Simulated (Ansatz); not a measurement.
```yaml
crystal:
  periodic: [false, false, false]
  atoms:
    - {symbol: C, position_ang: [-0.742999, 0.725078, 0.011159]}
    - {symbol: Si, position_ang: [-0.031632, -0.536983, -1.206346]}
    - {symbol: O, position_ang: [1.094882, -1.114456, -0.130370]}
    - {symbol: Ge, position_ang: [0.615783, -0.007250, 1.235804]}
    - {symbol: H, position_ang: [-0.599988, 1.775520, -0.240497]}
    - {symbol: H, position_ang: [-1.771176, 0.562427, 0.333036]}
    - {symbol: H, position_ang: [-0.997073, -1.583684, -1.636814]}
    - {symbol: H, position_ang: [0.591682, 0.063369, -2.416304]}
    - {symbol: H, position_ang: [1.797404, 0.898600, 1.617649]}
    - {symbol: H, position_ang: [0.126119, -0.833923, 2.435585]}
basis:
  gaussian: {orbitals: def2-SVPD, final_grid: {core_spheres: 5, valence_spheres: 4, degree: 11}}
hamiltonian: {xc: {name: BLYP}, dispersion: d4}
output: {forces: true}
```

```sh
$ ansatz run in.yaml --threads 4 --pin off --events-out ev --progress --plain --max-ram 10444MiB
```

Output, abridged:

```
Functional definition: BLYP
1375 factors; their error is unknown
mean field evaluation 1: about -67552.1172 eV, gradient 8.7e1 eV
mean field evaluation 2: about -67443.3838 eV, gradient 2.1e2 eV
mean field evaluation 4: about -67565.8788 eV, gradient 2.3e1 eV
mean field evaluation 8: about -67567.0680 eV, gradient 2.0e-1 eV
mean field evaluation 16: about -67567.1003 eV, gradient 1.3e-3 eV
mean field -67567.10026115 eV, -2483.0451359717 hartree, gradient 5.4e-5 eV, S^2 0.000000; 0 other end points of the search recorded, 0 dependent functions left out
reference -67567.10067923 eV, -2483.0451513360 hartree; 33, 33 occupied and 120, 120 virtual orbitals, 1375 factors
Total energy: -67567.60592418 eV, -2483.0637187454 hartree
Atom 0 at    -0.742999     0.725078     0.011159 Å, force    -0.587559     0.503056    -0.135466 eV/Å
Atom 1 at    -0.031632    -0.536983    -1.206346 Å, force    -0.793809     0.189097    -1.218537 eV/Å
Atom 2 at     1.094882    -1.114456    -0.130370 Å, force     1.179136    -0.951637     0.392320 eV/Å
Atom 3 at     0.615783    -0.007250     1.235804 Å, force     0.182515     0.254565     0.911734 eV/Å
Atom 4 at    -0.599988     1.775520    -0.240497 Å, force     0.262867     0.330724    -0.098937 eV/Å
Atom 5 at    -1.771176     0.562427     0.333036 Å, force    -0.302760    -0.255228     0.177729 eV/Å
Atom 6 at    -0.997073    -1.583684    -1.636814 Å, force    -0.152980    -0.179071    -0.052261 eV/Å
Atom 7 at     0.591682     0.063369    -2.416304 Å, force     0.117610     0.101381    -0.184689 eV/Å
Atom 8 at     1.797404     0.898600     1.617649 Å, force     0.156092     0.116131     0.050795 eV/Å
Atom 9 at     0.126119    -0.833923     2.435585 Å, force    -0.061112    -0.109018     0.157312 eV/Å
Dipole moment:    -0.243248     0.327002     0.195406 e Å
```

Hardware: 4 threads of an Arm Neoverse V2 on a shared host. Wall time 1 s, peak host memory 0.43 GiB.
